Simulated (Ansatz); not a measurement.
`B[SiH2]C=O` and `O=C[SiH2][SiH2][SiH3]` differ in one atom or group.

Ansatz, PBE0-D4/def2-TZVP geometries, multiplicity 1. Each molecule was computed in one conformer, which needn't be the lowest.

```
                                        property  `B[SiH2]C=O`
              HOMO energy (PBE0/def2-TZVPP) / eV         -7.04
               LUMO energy (PBE/def2-TZVPP) / eV         -3.75
               HOMO energy (PBE/def2-TZVPP) / eV         -5.73
              LUMO energy (PBE0/def2-TZVPP) / eV         -2.82
size of the dipole moment (B3LYP/def2-TZVPP) / D          2.32
             LUMO energy (B3LYP/def2-TZVPP) / eV         -3.03
```

Question: Give the same properties after the change, and the shifts. (An estimate is asked.)

Answer: Computed: 
```json
{"property": "HOMO energy (PBE0/def2-TZVPP) / eV", "`O=C[SiH2][SiH2][SiH3]`": "-7.17", "shift": "-0.13"}
{"property": "LUMO energy (PBE/def2-TZVPP) / eV", "`O=C[SiH2][SiH2][SiH3]`": "-2.91", "shift": "0.84"}
{"property": "HOMO energy (PBE/def2-TZVPP) / eV", "`O=C[SiH2][SiH2][SiH3]`": "-5.76", "shift": "-0.03"}
{"property": "LUMO energy (PBE0/def2-TZVPP) / eV", "`O=C[SiH2][SiH2][SiH3]`": "-1.76", "shift": "1.06"}
{"property": "size of the dipole moment (B3LYP/def2-TZVPP) / D", "`O=C[SiH2][SiH2][SiH3]`": "1.82", "shift": "-0.50"}
{"property": "LUMO energy (B3LYP/def2-TZVPP) / eV", "`O=C[SiH2][SiH2][SiH3]`": "-2.01", "shift": "1.02"}
```

With PBE0 the HOMO falls by 0.13 eV and the LUMO rises by 1.06 eV, so the gap widens by about 1.19 eV. PBE moves the HOMO by -0.03 eV and ωB97M-V by -0.15 eV. Dipoles are sizes alone; their direction can turn.

B3LYP here is the variant with VWN-RPA as its local correlation; programs differ in this.
